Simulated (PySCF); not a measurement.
## How methods differ on the excitation energy of Nb

Nb [Kr] 4d4 5s1 (6D) → Nb [Kr] 4d5 (6S), as a difference of total energies. Calculation: PySCF 2.14, in x2c-TZVPPall with one added diffuse shell each of s, p, d, f type (9s7p7d3f1g, 95 functions); the spin-free X2C one-electron Hamiltonian (Gaussian nucleus). Correlated levels: valence: [Kr] frozen; valence and next inner shell: [Ar] 3d10 frozen. The calculations carry no spin-orbit coupling.

```tsv
method	excitation energy (eV)
UHF	1.676
LDA	1.136
PBE	1.141
PBE0	1.192
r2SCAN	1.426
B3LYP	1.268
PW91	1.154
PBEsol	1.132
BLYP	1.235
MP2 (valence)	1.368
SCS-MP2 (valence)	1.573
MP2 (valence and next inner shell)	1.299
SCS-MP2 (valence and next inner shell)	1.499
```

Question: How much does correlation contribute at MP2 (valence and next inner shell)?

Answer: 1.299 − (1.676) = -0.377 eV, measured against UHF.

A first-order spin-orbit estimate (lowest level to lowest level, LS coupling) adds 0.084 eV.
